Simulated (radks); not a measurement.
The numbers below are computed, except where a source is named.
The potassium anion K-, [Ar] 4s2, held by a Watson sphere: a shell of charge +1 at radius R that stands for the Madelung well of a crystal (potential energy -1/R inside, -1/r outside, in hartree with lengths in bohr). Level of theory: scalar-relativistic Kohn-Sham, r2SCAN, spin-polarised, spherical densities, finite nucleus; meta-GGA in the generalised Kohn-Sham scheme; Fermi nuclear charge, rms radius of each element as measured or else 0.836 A^(1/3) + 0.57 fm (a radial shooting solver on a logarithmic mesh with Libxc functionals).

[
 {"R (bohr)": "2.72", "e(3s) (eV)": "-38.893", "e(3p) (eV)": "-21.629", "e(4s) (eV)": "-3.627", "<r> 4s (bohr)": "4.333", "sum of <r^2> (bohr^2)": "62.58", "X-ray form factor at sin(theta)/lambda = 0.2 1/angstrom": "13.662"},
 {"R (bohr)": "3.36", "e(3s) (eV)": "-37.647", "e(3p) (eV)": "-20.382", "e(4s) (eV)": "-3.501", "<r> 4s (bohr)": "4.501", "sum of <r^2> (bohr^2)": "65.86", "X-ray form factor at sin(theta)/lambda = 0.2 1/angstrom": "13.662"},
 {"R (bohr)": "3.49", "e(3s) (eV)": "-37.468", "e(3p) (eV)": "-20.201", "e(4s) (eV)": "-3.468", "<r> 4s (bohr)": "4.542", "sum of <r^2> (bohr^2)": "66.66", "X-ray form factor at sin(theta)/lambda = 0.2 1/angstrom": "13.665"},
 {"R (bohr)": "4.77", "e(3s) (eV)": "-36.452", "e(3p) (eV)": "-19.163", "e(4s) (eV)": "-3.089", "<r> 4s (bohr)": "4.984", "sum of <r^2> (bohr^2)": "75.97", "X-ray form factor at sin(theta)/lambda = 0.2 1/angstrom": "13.700"},
 {"R (bohr)": "5.27", "e(3s) (eV)": "-36.257", "e(3p) (eV)": "-18.961", "e(4s) (eV)": "-2.935", "<r> 4s (bohr)": "5.156", "sum of <r^2> (bohr^2)": "79.92", "X-ray form factor at sin(theta)/lambda = 0.2 1/angstrom": "13.711"}
]
